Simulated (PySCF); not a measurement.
An unknown is described by computed data only.

Formula: C2H11NOSi2.

| Item | Value |
| --- | --- |
| XPS | Si2p3/2 106.1, Si2p3/2 106.3, C1s 291.4, C1s 292.1, N1s 404.5, O1s 538.3, Si1s 1845.7, Si1s 1846.1 eV [ΔSCF SCAN, pcX-2 on the ionised atom, pcseg-1 elsewhere, spin-free X2C, 2p3/2 from a spin–orbit splitting computed afterwards within the 2p shell] |
| 13C NMR | chemical shifts (computed TMS as zero) by class: 65.8 (1 C), 64.0 (1 C) ppm [GIAO PBE/pcSseg-1] |
| Polarisability | 98.5 au [B3LYP/def2-SVPD] |
| NMR, other nuclei | isotropic shieldings of nuclei other than C and H, by class: 264 (1 N), 308 (1 O), 383 (1 Si), 408 (1 Si) ppm [GIAO PBE/pcSseg-1] |
| Rotational structure | rotational constants A, B, C: 4.403, 1.014, 0.862 GHz [PBE0-D3(BJ)/def2-SVP] |
| UV, first state | lowest singlet excitation: 5.57 eV (223 nm, f = 0.006) [TDDFT B3LYP/def2-SVPD] |
| UV, strongest line | among the 10 lowest singlet transitions: S5 at 6.75 eV (184 nm, f = 0.048) [TDDFT B3LYP/def2-SVPD] |

Gas-phase values; electronic properties from PySCF, density fitting. Levels stand in brackets. The structure is a single PBE0-D3(BJ)/def2-SVP conformer in the gas phase; no vibrational or solvent corrections. NMR classes are plain means over equivalent atoms (diastereotopic ones count apart unless rotation or inversion swaps them), as if these changed places fast.

Problem. Give a SMILES that accounts for the data.

Solution. Numbering: `[CH3:1][O:2][CH2:3][SiH2:4][SiH2:5][NH2:6]`. Its formula, C2H11NOSi2, gives 0 degrees of unsaturation, so no ring and no π bond. 2 carbons fall into 2 classes; from least to most shielded: methoxy carbon [C1] (65.8 ppm), sp3 carbon bound to oxygen [C3] (64.0 ppm). The other shieldings belong to: 264 ppm, silicon-bound nitrogen [N6]; 308 ppm, ether oxygen [O2]; 383 ppm, SiH2 silicon [Si5]; 408 ppm, SiH2 silicon [Si4]. The core levels belong to: Si2p3/2 106.1 eV, SiH2 silicon [Si4]; Si2p3/2 106.3 eV, SiH2 silicon [Si5]; C1s 291.4 eV, sp3 carbon bound to oxygen [C3]; C1s 292.1 eV, methoxy carbon [C1]; N1s 404.5 eV, silicon-bound nitrogen [N6]; O1s 538.3 eV, ether oxygen [O2]; Si1s 1845.7 eV, SiH2 silicon [Si4]; Si1s 1846.1 eV, SiH2 silicon [Si5]. S1 is mainly HOMO→LUMO (weight 0.97); the largest Löwdin shares of the orbital it empties are 0.49 on the silicon-bound nitrogen, 0.17 on an SiH2 silicon, 0.11 on an Si–H hydrogen and 0.07 on an SiH2 silicon, of the orbital it fills 0.23 on an SiH2 silicon, 0.17 on an SiH2 silicon, 0.10 on the silicon-bound nitrogen and 0.08 on an N–H hydrogen. The optimised geometry has point group C1 and is an asymmetric top. Structure: `COC[SiH2][SiH2]N`. Computed isomers that give other values at the same levels: `N[SiH2]CC[SiH2]O` (rotational constant A: 3.131 GHz; this holds for the one conformer computed); `CCO[Si@@H](N)[SiH3]` (rotational constant A: 3.427 GHz; this holds for the one conformer computed); `COC[SiH2]N[SiH3]` (rotational constant A: 2.543 GHz; this holds for the one conformer computed). The assignments are read from this structure; whether some other isomer fits the data as well wasn't checked.

The values belong to the conformer `[CH3:1][O:2][CH2:3][SiH2:4][SiH2:5][NH2:6]`: C1–O2–C3–Si4 180°, O2–C3–Si4–Si5 43°, C3–Si4–Si5–N6 170°, H–N6–Si5–Si4 52°, H–N6–Si5–Si4 -172°.
